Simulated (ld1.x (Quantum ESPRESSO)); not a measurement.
# Configuration tests for tantalum (PAW)

```
Element                 : Ta (Z = 73)
Generator               : ld1.x (Quantum ESPRESSO) 7.5
Type                    : PAW
Functional              : LDA (PZ)
Relativity              : scalar-relativistic
Frozen core             : [Xe] 4f14
Valence charge          : 5
Reference configuration : 5d3 6s2 6p0
Partial waves           : 6s (bound): rcut 2.35, rcutus 2.55 bohr; 6s channel at 0.05 Ry: rcut 2.35, rcutus 2.55 bohr; 6p (bound, empty): rcut 2.05, rcutus 2.75 bohr; 6p channel at 2.57 Ry: rcut 2.05, rcutus 2.75 bohr; 5d (bound): rcut 1.65, rcutus 1.75 bohr; 5d channel at 0.05 Ry: rcut 1.65, rcutus 1.75 bohr
Local potential         : all-electron potential smoothed inside 1.30 bohr (lloc = -1)
Core correction         : Bessel-smoothed model core, default radius (core density twice the valence density)
Augmentation charge     : PSQ, inside the norm-conserving radii
```

Energies are relative to the spin-unpolarised reference configuration 5d3 6s2 6p0; without spin polarisation the order of configurations can differ from experiment. Not all tests gave a result: test run stopped at test 8 of 9 (negative rho).

```csv
valence configuration,charge,ΔE all-electron (eV),error AE − PS (meV)
5d3 6s1 6p0,+1,8.702,-4.3
5d3 6s0 6p0,+2,24.010,-21
5d2 6s0 6p0,+3,47.938,-237
5d3 6s1 6p1,0,4.259,-1.9
5d2 6s2 6p0,+1,7.911,-47
5d3 6s0 6p1,+1,13.889,-8.3
5d3.5 6s1.5 6p0,0,0.984,-7.1
```

Levels in the configuration 5d2 6s0 6p0:

```tsv
level	all-electron (eV)	pseudo (eV)
5d	-29.454	-29.876
```

Note: ghost states, extra bound levels that the all-electron valence spectrum of the same l lacks: s at -275.6 eV, p at -57.5 eV. A true bound ghost makes a file unfit for plane-wave use.
